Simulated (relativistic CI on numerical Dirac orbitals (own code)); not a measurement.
# Ge VII: q coefficients and field-shift factors

Method of calculation: Dirac-Coulomb-Breit CI, separate exchange-only KLI orbitals for each configuration, derivatives by finite differences, unscaled Slater integrals, QED left out (own radial code, finite nucleus).

Configurations in the expansion (outside the closed core [Ne]): 3s2.3p6.3d8, 3s2.3p6.3d7.4s, 3s2.3p5.3d9, 3s2.3p6.3d7.4p, 3s2.3p6.3d7.4d, 3s2.3p4.3d10, 3s.3p6.3d9, 3s2.3p6.3d7.4f. Levels of other configurations are missing.

With x = (α/α₀)² − 1 an excitation energy changes as ω = ω₀ + qx; K = 2q/ω₀ is the relative enhancement. Terms are leading LS components, so labels can repeat. The field-shift factor is F = δν/δ⟨r²⟩ for the transition from the lowest level.

Lowest level 3s2.3p6.3d8 3F_4.

| Level | ω₀ (cm⁻¹) | q (cm⁻¹) | F (GHz/fm²) |
| --- | --- | --- | --- |
| 3s2.3p6.3d8 3F_3 | 3981 | 4008 | 0.0206 |
| 3s2.3p6.3d8 3F_2 | 6375 | 5779 | 0.0299 |
| 3s2.3p6.3d8 1D_2 | 23220 | 1694 | 0.0206 |
| 3s2.3p6.3d8 3P_2 | 30214 | 4519 | 0.0517 |
| 3s2.3p6.3d8 3P_1 | 30991 | 4124 | 0.0545 |
| 3s2.3p6.3d8 3P_0 | 31549 | 4259 | 0.0559 |
| 3s2.3p6.3d8 1G_4 | 41356 | 2959 | 0.0681 |
| 3s2.3p6.3d8 1S_0 | 87752 | 3833 | 0.147 |
| 3s2.3p6.3d7.4s 5F_5 | 386063 | -16090 | 7.69 |
| 3s2.3p6.3d7.4s 5F_4 | 388735 | -13490 | 7.7 |
| 3s2.3p6.3d7.4s 5F_3 | 390856 | -11350 | 7.71 |
| 3s2.3p6.3d7.4s 5F_2 | 392374 | -9917 | 7.72 |
| 3s2.3p6.3d7.4s 5F_1 | 393350 | -9038 | 7.73 |
| 3s2.3p6.3d7.4s 3F_4 | 399371 | -14750 | 7.4 |
| 3s2.3p6.3d7.4s 3F_3 | 402979 | -11190 | 7.42 |
| 3s2.3p6.3d7.4s 3F_2 | 405334 | -9139 | 7.43 |
| 3s2.3p6.3d7.4s 5P_3 | 418383 | -13800 | 7.75 |
| 3s2.3p6.3d7.4s 5P_2 | 419019 | -13980 | 7.74 |
| 3s2.3p6.3d7.4s 5P_1 | 420451 | -12190 | 7.75 |
| 3s2.3p6.3d7.4s 3G_5 | 422014 | -14450 | 7.68 |
| 3s2.3p6.3d7.4s 3G_4 | 423327 | -13520 | 7.67 |
| 3s2.3p6.3d7.4s 3G_3 | 425279 | -10960 | 7.69 |
| 3s2.3p6.3d7.4s 1G_4 | 429741 | -12220 | 7.57 |

At this charge configurations can still be misplaced by up to about 7 % of their energy. Terms inside the open d or f shell come out 10 to 20 % too wide with unscaled integrals.

Which transition from the lowest level has the largest |K|?

3s2.3p6.3d8 3F_3 at 3981 cm⁻¹, K = 2.01.
